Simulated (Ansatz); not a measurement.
Geometry optimisation, RKS CAM-B3LYP-D4/def2-SVP (Ansatz 0.2.0).

Input:

```yaml
crystal:
  periodic: [false, false, false]
  atoms:
    - { symbol: B, position_ang: [0.079136, -0.607125, -0.287505] }
    - { symbol: Cl, position_ang: [-0.223736, 0.496284, 2.563348] }
    - { symbol: Cl, position_ang: [1.579932, 0.262372, -0.540406] }
    - { symbol: Cl, position_ang: [-1.460003, 0.052508, -0.807059] }
    - { symbol: "N", position_ang: [0.122322, -1.963312, 0.282843] }
    - { symbol: H, position_ang: [-0.698423, -2.557214, 0.277633] }
    - { symbol: H, position_ang: [1.005312, -2.443419, 0.410597] }
    - { symbol: H, position_ang: [-0.072639, -0.768894, 2.185049] }
basis:
  gaussian: { orbitals: def2-SVP }
hamiltonian:
  xc: cam_b3lyp
  dispersion: d4
relax:
  f_tol: 0.03
  max_steps: 50
```

Launched with:

```bash
$ ansatz run input.yaml --threads 4 --pin off --max-ram 5120MiB --backend cpu --events-out ev --progress --plain --runs-dir out
```

Task: Where does it end, and by what steps?

Result: The forces met the threshold. After 7 steps the energy has fallen by 0.209 eV; Cl2 moved furthest, 0.58 Å.

```tsv
step	energy less start (eV)	largest force component (eV/Å)	accepted
0	0.0000	2.344	yes
1	-0.0972	1.210	yes
2	-0.1171	1.307	yes
3	-0.1727	0.744	yes
4	-0.1929	0.664	yes
5	-0.1953	0.688	yes
6	-0.2084	0.115	yes
7	-0.2090	0.015	yes
```

```xyz
8
Properties=species:S:1:pos:R:3
B 0.099 -0.655 -0.463
Cl -0.230 0.156 3.033
Cl 1.606 0.180 -0.817
Cl -1.430 -0.023 -1.058
N 0.115 -1.819 0.313
H -0.715 -2.387 0.433
H 0.985 -2.274 0.568
H -0.097 -0.708 2.076
```

Whether the end is a true minimum wasn't checked by a vibrational analysis.

Time of the run: 12 s on 4 threads of Arm Neoverse V2, on a shared host, peak memory 0.25 GiB.
